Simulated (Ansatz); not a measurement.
CH6Ge (SMILES [CH3][GeH3]) moved off its minimum; all values from Ansatz (a program for electronic structure), cores frozen in correlated methods.
(charge 0, multiplicity 1)
```xyz
8

Ge    -0.2164     0.0927     0.1004
C      1.7085    -0.1425     0.0298
H     -1.0391    -0.9037    -1.1467
H     -0.8907     1.5252    -0.2044
H     -1.0266    -0.5418     1.4961
H      1.8705    -1.3535     0.2727
H      2.3173     0.5677     0.9697
H      2.0075     0.0899    -1.1729
```

Q: Give the forces (eV/Å), the total energy and the dipole at CCSD(T)/cc-pVTZ.

A: 
```json
[
 {"atom": "Ge1", "Fx": "-3.697", "Fy": "-1.389", "Fz": "-0.284"},
 {"atom": "C2", "Fx": "2.430", "Fy": "-0.625", "Fz": "0.300"},
 {"atom": "H3", "Fx": "1.338", "Fy": "1.221", "Fz": "1.505"},
 {"atom": "H4", "Fx": "0.766", "Fy": "-0.684", "Fz": "0.319"},
 {"atom": "H5", "Fx": "1.240", "Fy": "0.870", "Fz": "-1.464"},
 {"atom": "H6", "Fx": "-0.105", "Fy": "3.335", "Fz": "-0.718"},
 {"atom": "H7", "Fx": "-1.681", "Fy": "-2.203", "Fz": "-3.309"},
 {"atom": "H8", "Fx": "-0.291", "Fy": "-0.525", "Fz": "3.651"}
]
```
Energy -2117.0606 hartree, dipole 1.58 D.
